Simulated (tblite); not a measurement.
C5H11NO2Si.
Z-matrix (Å and degrees, GFN2-xTB geometry), rows numbered from 1:
```
C 
C   1  1.3303
O   2  1.3610  1  125.53
C   3  1.4078  2  118.43  1     1.60
Si  2  1.9030  1  125.73  3  -178.91
N   5  1.7285  2  106.96  1    -9.32
C   6  1.2467  5  134.07  2    78.61
C   7  1.5104  6  127.14  5     0.15
O   8  1.3984  7  113.89  6    -9.23
H   1  1.0780  2  124.59  3    -0.93
H   1  1.0761  2  119.65  3  -177.93
H   4  1.0888  3  106.14  2   178.86
H   4  1.0951  3  111.27  2   -62.15
H   4  1.0948  3  111.21  2    59.75
H   5  1.4639  2  109.53  1  -118.33
H   5  1.4613  2  108.04  1   120.34
H   7  1.0924  6  118.91  5  -179.58
H   8  1.0956  7  108.15  6   109.00
H   8  1.1010  7  108.55  6  -134.34
H   9  0.9665  8  109.18  7   -64.04
```

Computed values, GFN2-xTB/tblite, gas phase, harmonic and unscaled. Errors from tens to a few hundred cm⁻¹ against measured bands are possible. Modes of hydrogen on silicon can be 10 to 20 % off. One conformer, not necessarily the lowest.

Harmonic wavenumbers (cm⁻¹): 33.2, 65.7, 86.5, 103.1, 125.8, 153.9, 207.1, 230.2, 310.9, 334.4, 346.9, 379.4, 417.9, 468.1, 557.5, 570.7, 686.4, 695.9, 719.0, 725.8, 750.8, 773.8, 815.9, 834.3, 923.2, 935.8, 958.2, 1046.5, 1105.7, 1119.0, 1142.5, 1161.1, 1200.7, 1286.2, 1311.9, 1315.6, 1390.5, 1421.3, 1431.4, 1469.5, 1488.8, 1662.8, 1770.1, 2246.2, 2272.9, 2857.6, 2909.9, 2928.0, 2943.5, 2944.8, 3025.3, 3090.5, 3119.7, 3469.0.

A = 2561, B = 798.0, C = 722.3 MHz; mass 145.056 u (most abundant isotopes); point group C1, symmetry number 1.

Problem. What is the zero-point energy?

Solution. Half the sum of the wavenumbers: 33171 cm⁻¹ = 396.81 kJ/mol.

Problem. Give the ideal-gas entropy at 298.15 K and 1 bar in the rigid-rotor, harmonic-oscillator model (classical rotation).

Solution. Translation 170.93, rotation 124.54, vibration 154.92: S = 450.4 J/(mol K).

Problem. And Cp and H(298.15 K) − H(0)?

Solution. Cp = 185.69 J/(mol K), of which vibrations give 152.43 (their classical limit is 54 R = 449.0); H(298.15 K) − H(0) = 33.65 kJ/mol without the zero-point energy, 23.74 from vibrations.

Problem. What must be added to the electronic energy to get the Gibbs energy at 298.15 K and 1 bar?

Solution. ZPE + [H(298.15 K) − H(0)] − T·S = 396.81 + 33.65 − 134.28 = 296.18 kJ/mol.

Problem. Blend soft modes into free rotors: weight 1/[1 + (100 cm⁻¹/ν̃)⁴] for the oscillator and the rest for a rotor with moment μB/(μ + B), μ = h/(8π²ν), B = 10⁻⁴⁴ kg m². What vibrational entropy results?

Solution. 140.86 J/(mol K) in place of 154.92, which changes −T·S at 298.15 K by +4.19 kJ/mol.

Problem. How do the functions run with temperature in this model?

Solution. 
```json
{"T (K)": "50", "S (J/(mol K))": "255.5", "Cp (J/(mol K))": "63.0", "H − H(0) (kJ/mol)": "2.29", "G − H(0) (kJ/mol)": "-10.49", "ln q(vib)": "0.83"}
{"T (K)": "100", "S (J/(mol K))": "308.1", "Cp (J/(mol K))": "90.9", "H − H(0) (kJ/mol)": "6.16", "G − H(0) (kJ/mol)": "-24.65", "ln q(vib)": "2.48"}
{"T (K)": "373.15", "S (J/(mol K))": "495.6", "Cp (J/(mol K))": "218.3", "H − H(0) (kJ/mol)": "48.83", "G − H(0) (kJ/mol)": "-136.12", "ln q(vib)": "11.44"}
{"T (K)": "500", "S (J/(mol K))": "566.3", "Cp (J/(mol K))": "264.8", "H − H(0) (kJ/mol)": "79.59", "G − H(0) (kJ/mol)": "-203.55", "ln q(vib)": "15.36"}
{"T (K)": "750", "S (J/(mol K))": "686.7", "Cp (J/(mol K))": "328.9", "H − H(0) (kJ/mol)": "154.41", "G − H(0) (kJ/mol)": "-360.65", "ln q(vib)": "22.61"}
{"T (K)": "1000", "S (J/(mol K))": "787.5", "Cp (J/(mol K))": "370.6", "H − H(0) (kJ/mol)": "242.18", "G − H(0) (kJ/mol)": "-545.28", "ln q(vib)": "29.20"}
```

q(vib) and H(0) count from the zero-point level.

Hindered rotation and anharmonicity are outside this model. Other conformers, if any are populated, would add a mixing term that is left out. The structure is chiral; the term R ln 2 for an equal mix with its mirror image is left out.
